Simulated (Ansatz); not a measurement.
Sb₂, triplet, geometry from GFN2-xTB (a higher spin typed on purpose: for a closed-shell molecule this is an excited state) (all electrons, no relativity). Base run: Ansatz (a quantum-chemistry and plane-wave program) with B3LYP/3-21G.

Here is a job for Ansatz.
Ansatz 0.2 input:
```yaml
crystal:
  periodic: [false, false, false]
  atoms:
    - {symbol: Sb, position_ang: [-0.00000000, -0.00000000, -1.35280165]}
    - {symbol: Sb, position_ang: [0.00000000, 0.00000000, 1.35280165]}
basis:
  gaussian:
    orbitals: 3-21G.json
hamiltonian:
  xc: b3lyp
magnetization: {spin_polarized: true, initial_magnetization: 2}
```
The basis file holds 3-21G in the JSON format of the Basis Set Exchange.

Each row names what was changed in the base input (with any setting that the change needs).

```csv
change,ΔE vs base (kcal/mol)
base,0.000
"point_charge = charge:-1.0 position_ang:-0.2315, 1.9082, -3.9054",-10.61
lower_state_search = full,0.000
lower_state_search = off,0.000
lower_state_search = light,0.000
accuracy = high,-0.001
"point_charge = charge:1.0 position_ang:3.8025, -1.6229, 1.3616",-2.64
"final_grid = 6, 12, 29",0.001
nuclear_model = gaussian,73.7
```
